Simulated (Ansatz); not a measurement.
Start from `C=CC(F)(F)F` and change one atom or group to get `[CH3][Zn][Se]C(F)(F)F`.

Ansatz, PBE0-D4/def2-TZVP geometries, multiplicity 1. Each molecule was computed in one conformer, which needn't be the lowest.

Scalar relativity is left out up to krypton.

| property | `C=CC(F)(F)F` |
| --- | --- |
| HOMO energy (PBE/def2-TZVPP) / eV | -7.55 |
| size of the dipole moment (ωB97M-V/def2-TZVPP) / D | 2.39 |
| size of the dipole moment (B3LYP/def2-TZVPP) / D | 2.38 |
| LUMO energy (B3LYP/def2-TZVPP) / eV | -1.06 |
| HOMO–LUMO gap (B3LYP/def2-TZVPP) / eV | 7.49 |
| LUMO energy (PBE0/def2-TZVPP) / eV | -0.81 |

(1) What does the change do to each property? (An estimate is asked.)

Results:

(1) The calculation gave: 
| property | `[CH3][Zn][Se]C(F)(F)F` | shift |
| --- | --- | --- |
| HOMO energy (PBE/def2-TZVPP) / eV | -6.05 | 1.50 |
| size of the dipole moment (ωB97M-V/def2-TZVPP) / D | 2.56 | 0.17 |
| size of the dipole moment (B3LYP/def2-TZVPP) / D | 2.55 | 0.17 |
| LUMO energy (B3LYP/def2-TZVPP) / eV | -1.23 | -0.17 |
| HOMO–LUMO gap (B3LYP/def2-TZVPP) / eV | 5.78 | -1.71 |
| LUMO energy (PBE0/def2-TZVPP) / eV | -0.96 | -0.15 |

With PBE0 the HOMO rises by 1.54 eV and the LUMO falls by 0.15 eV, so the gap narrows by about 1.69 eV. PBE moves the HOMO by 1.50 eV and ωB97M-V by 1.67 eV. Dipoles are sizes alone; their direction can turn.

B3LYP here is the variant with VWN-RPA as its local correlation; programs differ in this.

Spin–orbit coupling is left out; it splits and shifts lone-pair levels of the heavy atoms by tenths of an eV.
